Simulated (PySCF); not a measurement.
Species: ClH₆NSi₂.
Atom-mapped SMILES: `[NH2:1][SiH2:2][SiH2:3][Cl:4]` (hydrogens: H5, H6 on N1; H7, H8 on Si2; H9, H10 on Si3)

Method: PBE0-D3(BJ)/def2-SVP geometry optimisation, gas phase in PySCF; density fitting, grid level 1; the optimiser is geomeTRIC in internal coordinates, started from a GFN2-xTB structure.

Step 5: E = -29844.9345 eV
```
atom  x, y, z in Å  |  force x, y, z in eV/Å
N1      1.3492    0.7023    0.7905    0.018   0.032  -0.003
Si2     2.3657    1.9336    0.1042   -0.044  -0.087   0.056
Si3     4.5947    1.2448    0.3789   -0.065  -0.066  -0.233
Cl4     5.3081    2.1050    2.1249    0.089   0.087   0.200
H5      0.3451    0.7613    0.6540    0.003   0.010  -0.005
H6      1.5520    0.3733    1.7288    0.004  -0.001   0.001
H7      2.0167    2.0555   -1.3445    0.007  -0.003  -0.009
H8      2.2771    3.3078    0.7069   -0.007   0.016  -0.035
H9      4.7200   -0.2373    0.5145   -0.016  -0.003  -0.007
H10     5.4635    1.6878   -0.7541    0.011   0.014   0.033
```

Step 6: E = -29844.9451 eV
```
atom  x, y, z in Å  |  force x, y, z in eV/Å
N1      1.3558    0.7383    0.8594    0.079   0.094  -0.001
Si2     2.3672    1.8942    0.0363   -0.086  -0.153   0.141
Si3     4.5957    1.2372    0.3594   -0.161  -0.129  -0.612
Cl4     5.0849    1.8841    2.2508    0.172   0.128   0.463
H5      0.3465    0.8335    0.7992    0.017   0.020  -0.029
H6      1.6162    0.4821    1.8067    0.008  -0.001   0.005
H7      1.9743    1.9096   -1.4052    0.019   0.009  -0.012
H8      2.3301    3.3106    0.5421   -0.042   0.018  -0.062
H9      4.8203   -0.2372    0.2983   -0.029  -0.009   0.013
H10     5.5014    1.8815   -0.6429    0.023   0.023   0.092
```

Step 7: E = -29844.9597 eV
```
atom  x, y, z in Å  |  force x, y, z in eV/Å
N1      1.3725    0.7935    0.9443    0.137   0.129  -0.031
Si2     2.3638    1.8409   -0.0379   -0.114  -0.123   0.176
Si3     4.5923    1.2301    0.3349   -0.158  -0.115  -0.838
Cl4     4.8331    1.5758    2.3420    0.171   0.099   0.705
H5      0.3667    0.9363    0.9586    0.022   0.009  -0.058
H6      1.6997    0.6311    1.8925    0.020  -0.008   0.001
H7      1.9251    1.7225   -1.4604    0.020   0.018  -0.018
H8      2.3702    3.3006    0.3325   -0.080   0.012  -0.076
H9      4.9503   -0.1916    0.0601   -0.036  -0.029   0.014
H10     5.5186    2.0947   -0.4624    0.019   0.008   0.124
```

Problem. Estimate the geometry and energy of step 8. (The exact step hangs on the optimiser's Hessian estimate; all steps are aligned on step 7, rigid shifts and turns removed.)

Solution. E = -29844.9734 eV, largest force 0.637 eV/Å
```
atom  x, y, z in Å  |  force x, y, z in eV/Å
N1      1.4030    0.8521    1.0140    0.087   0.098  -0.026
Si2     2.3546    1.7982   -0.0960   -0.115   0.013   0.155
Si3     4.5822    1.2267    0.3181   -0.072  -0.067  -0.630
Cl4     4.6491    1.2817    2.3798    0.134   0.040   0.544
H5      0.4040    1.0264    1.0771    0.017  -0.015  -0.064
H6      1.7888    0.7743    1.9519    0.020  -0.032  -0.016
H7      1.8828    1.5585   -1.4923    0.029   0.002  -0.016
H8      2.3698    3.2870    0.1396   -0.094  -0.002  -0.077
H9      5.0516   -0.1185   -0.1231   -0.039  -0.029   0.009
H10     5.5064    2.2478   -0.2649    0.033  -0.007   0.120
```

The energy changes by -0.0137 eV. The first-order estimate −F·Δx gives -0.0118 eV and the mean of the old and new forces, exact on a quadratic surface, -0.0109 eV. The step makes an angle of 89° with the force vector and moves no atom by more than 0.349 Å.

The cost below is that of the whole optimisation. Time: 29 s. Hardware: an x86-64 server with one thread, no GPU (shared host).
